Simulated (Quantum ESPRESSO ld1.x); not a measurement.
Cd2+, configuration [Kr] 4d10.

Calculated with ld1.x of Quantum ESPRESSO 7.5: scalar-relativistic Kohn-Sham, LDA (Slater exchange, Perdew-Zunger correlation), spin-polarised, spherical densities, point nucleus.

Energy parts (eV):
| part | energy |
|---|---|
| total | -152073.89 |
| kinetic | 158204.87 |
| electron-nucleus | -366962.20 |
| Hartree | 60730.63 |
| exchange-correlation | -4047.19 |

Orbitals (lengths in bohr, moments of r in powers of bohr):
\begin{tabular}{lrrr}
orbital & occ. & eigenvalue (eV) & <1/r> \\ \hline
1s & 2 & -26512.5 & 50.59 \\
2s & 2 & -3953.04 & 11.51 \\
2p & 6 & -3551.25 & 11.11 \\
3s & 2 & -751.666 & 4.056 \\
3p & 6 & -619.853 & 3.866 \\
3d & 10 & -412.898 & 3.641 \\
4s & 2 & -124.856 & 1.577 \\
4p & 6 & -86.0190 & 1.420 \\
4d & 10 & -30.7062 & 1.072 \\
5s & 0 & -21.6570 & 0.5258 \\
5p & 0 & -14.7258 & 0.4297 \\
5d & 0 & -6.9557 & 0.2712 \\
4f & 0 & -3.7607 & 0.1590 \\
\end{tabular}

The highest occupied level is 4d at -30.706 eV. Summed over all electrons, <r^2> = 29.60 bohr^2, which gives a Langevin (diamagnetic) susceptibility term of -23.4 x 10^-6 cm^3/mol.
